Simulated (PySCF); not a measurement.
PySCF 2.14 output of an unrestricted B3LYP calculation on a single atom or ion in aug-cc-pVDZ-PP with ECP28MDF, with a scalar-relativistic core potential:

```
SCF conv_tol = 1e-09
number electrons alpha = 9  beta = 9
    P. J. Stephens, F. J. Devlin, C. F. Chabalowski, and M. J. Frisch.,  J. Phys. Chem. 98, 11623 (1994)
cycle= 1 E= -166.824240434965  delta_E= -0.00416  |g|= 0.065  |ddm|= 0.258
cycle= 2 E= -166.824207104599  delta_E= 3.33e-05  |g|= 0.0677  |ddm|= 0.167
cycle= 3 E= -166.825184038329  delta_E= -0.000977  |g|= 0.000676  |ddm|= 0.0842
cycle= 4 E= -166.825184153188  delta_E= -1.15e-07  |g|= 4.27e-05  |ddm|= 0.000663
cycle= 5 E= -166.825184153596  delta_E= -4.08e-10  |g|= 4.5e-08  |ddm|= 5.68e-05
converged SCF energy = -166.825184153596  <S^2> = -3.5527137e-15  2S+1 = 1
```

The run itself started from symmetry-adapted Hartree-Fock orbitals and held the occupation by maximum overlap, on a logarithmic radial grid, so the iterations belong to that start.

Question: Which element, charge and spin multiplicity is this?

Answer: Cd²⁺ (cadmium, charge +2), multiplicity 1; the state was [Kr] 4d10, closed-shell 1S.

Energies and moments cover only the electrons outside the core potential.
